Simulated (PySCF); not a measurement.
C₆H₉N.
Atom-mapped SMILES: `[NH2:1][C@@H:2]1[CH:3]=[CH:4][C@H:5]2[CH2:6][C@@H:7]12` (hydrogens: H8, H9 on N1; H10 on C2; H11 on C3; H12 on C4; H13 on C5; H14, H15 on C6; H16 on C7)

Computed with PySCF at wB97X-D/def2-SVPD, non-relativistic, on one gas-phase PBE0-D3(BJ)/def2-SVP geometry that isn't relaxed in the solvent. The solvent is an IEF-PCM continuum (van der Waals radii × 1.2). The model holds no explicit solvent molecules, cavitation or dispersion.

Gas phase at wB97X-D/def2-SVPD: HOMO -8.71 eV, LUMO 1.96 eV, dipole 1.57 D.

Question: What does the continuum do to the energy, the frontier levels and the dipole at wB97X-D/def2-SVPD in dichloromethane?

Answer: 
| solvent | ε | E(solvent) − E(gas) (kcal/mol) | polarisation term (kcal/mol) | distortion of the solute (kcal/mol) | HOMO (eV) | LUMO (eV) | dipole (D) |
| --- | --- | --- | --- | --- | --- | --- | --- |
| dichloromethane | 8.93 | -4.22 | -4.79 | 0.57 | -8.70 | 1.98 | 2.12 |

The first energy column is the sum of the next two and covers electrostatics alone.

Question: Which radius a makes the point-dipole formula ΔE = −[(ε − 1)/(2ε + 1)]·μ²/a³ give the value in dichloromethane, with the gas-phase dipole?

Answer: μ = 0.618 au and |ΔE| = 0.00673 Eh give a = 1.52 Å; the farthest nucleus lies 2.84 Å from the centroid of the nuclei, so such a sphere wouldn't even hold the nuclei. The formula assumes a rigid point dipole at the centre of a sphere.

Question: How does the static polarisability (wB97X-D/def2-SVPD, frozen core, with the continuum's full static response) change?

Answer: 
```tsv
medium	isotropic (au)	principal values (au)	⟨r²⟩ of the electrons (bohr²)
gas	73.6	63.5, 73.0, 84.3	670.0
dichloromethane	97.2	85.0, 95.4, 111.3	669.8
```

The isotropic value in dichloromethane is 1.32 times the gas-phase one; no cavity-field correction is applied. ⟨r²⟩ is taken about the centre of nuclear charge.

Rough CPU time on one thread of a shared machine: about 70 s. This is the whole response run at wB97X-D/def2-SVPD in dichloromethane, SCF included.

Note: wB97X-D ran without an empirical dispersion term, which enters the total energy and its gradient alone.
